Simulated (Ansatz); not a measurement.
The same molecule with X = B, Al, In. Ansatz, PBE0-D4/def2-TZVP geometries, multiplicity 1.

Elements past krypton have def2 core potentials.

| X | molecule | mean X–C bond length / Å | mean X–H bond length / Å | LUMO energy (B3LYP/def2-TZVPP) / eV | LUMO energy (ωB97M-V/def2-TZVPP) / eV | HOMO energy (PBE/def2-TZVPP) / eV |
| --- | --- | --- | --- | --- | --- | --- |
| B | `BC(C)F` | 1.555 | 1.195 | -1.97 | 0.20 | -7.09 |
| In | `C[CH](F)[InH2]` | 2.197 | 1.728 | -2.09 | -0.33 | -5.83 |

Give the row for X = Al, `C[CH](F)[AlH2]`. (Estimate.)

Computed: 
| X | molecule | mean X–C bond length / Å | mean X–H bond length / Å | LUMO energy (B3LYP/def2-TZVPP) / eV | LUMO energy (ωB97M-V/def2-TZVPP) / eV | HOMO energy (PBE/def2-TZVPP) / eV |
| --- | --- | --- | --- | --- | --- | --- |
| Al | `C[CH](F)[AlH2]` | 1.991 | 1.587 | -1.85 | -0.04 | -6.10 |

From B to In the mean X–C bond length rises at each step, by 0.642 Å in all; the mean X–H bond length rises at each step, by 0.533 Å in all; the LUMO energy (B3LYP/def2-TZVPP) isn't monotonic: highest at Al, lowest at In; the LUMO energy (ωB97M-V/def2-TZVPP) falls at each step, by 0.53 eV in all; the HOMO energy (PBE/def2-TZVPP) rises at each step, by 1.26 eV in all. Bonds lengthen as the atom grows down the group.

B3LYP here is the variant with VWN-RPA as its local correlation; programs differ in this.
